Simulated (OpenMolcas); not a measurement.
# Be: effect of the active space

```yaml
Program: OpenMolcas
Method: SS-CASPT2 or its RAS form, IPEA 0.25 Eh, imaginary shift 0.1 Eh
Basis: ANO-RCC-VQZP
Scalar_Hamiltonian: DKH2, point nucleus
Spin-orbit_coupling: state interaction with AMFI integrals over the reference wave functions, term energies averaged over their components
```

A. 2 electrons in 4 orbitals (2s 2p); 2S+1 = 3 even, 3 roots; 2S+1 = 1 even, 6 roots; 2S+1 = 3 odd, 3 roots; 2S+1 = 1 odd, 3 roots; closed shells correlated: 1s; CASPT2 step roughly 2.4 core-seconds
B. 2 electrons in 8 orbitals (2s 2p 3s 3p); 2S+1 = 3 even, 3 roots; 2S+1 = 1 even, 6 roots; 2S+1 = 3 odd, 3 roots; 2S+1 = 1 odd, 3 roots; closed shells correlated: 1s; CASPT2 step of the order of 4 core-seconds
C. 2 electrons in 9 orbitals (RAS2 2s 2p; RAS3 3d, at most 2 electrons); 2S+1 = 3 even, 3 roots; 2S+1 = 1 even, 6 roots; 2S+1 = 3 odd, 3 roots; 2S+1 = 1 odd, 3 roots; closed shells correlated: 1s; CASPT2 step of the order of 6 core-seconds

Energies in cm⁻¹ above 2s² ¹S₀, the measured ground level; measured values from NIST Handbook of Basic Atomic Spectroscopic Data.

```
     Level      A      B      C  Measured
   2s² ¹S₀    0.0    0.0    0.0       0.0
2s 2p ³P°₀  21977  22224  21832     21978
2s 2p ³P°₁  21978  22225  21833     21979
2s 2p ³P°₂  21980  22227  21835     21981
2s 2p ¹P°₁  45587  44996  43597     42565
   2p² ³P₀  60063  60123  59856     59694
   2p² ³P₁  60064  60124  59857     59695
   2p² ³P₂  60066  60126  59859     59697
   2p² ¹D₂  62522  62326  60321     56882
```

Deviations, from unrounded energies. A percentage is the sum of absolute deviations over the sum of measured energies, with the sign that they share, or ± where signs differ.

```tsv
Against measurement	Levels	A	B	C
mean absolute deviation (cm-1)	8	1200	1200	670
other configurations (%)	8	±2.8	+2.9	±1.6
```

C lies closest to measurement on these levels and B furthest from it. The largest miss of C in the table is 2p² ¹D₂, by +3400 cm-1. The ranking rests on the paired levels alone, and a cruder setting can come out closer through cancelling errors.

Among A to C the level of the table that moves most is 2p² ¹D₂, by 2200 cm-1 (lowest in C, highest in A).

Active for correlation alone: 3p 3s; no level in the range computed is led by a configuration that fills them, so any true level of that kind is missing (holds for B). Active for correlation alone: 3d; no level in the range computed is led by a configuration that fills it, so any true level of that kind is missing (holds for C). Measured partners are found by configuration, term and J. A level has none where our copy of the source lacks it or the pairing is in doubt (some pairs that miss far off the trend of their configuration count as doubtful), and it then counts in no deviation. Only configurations of the active space appear.

° marks odd parity.
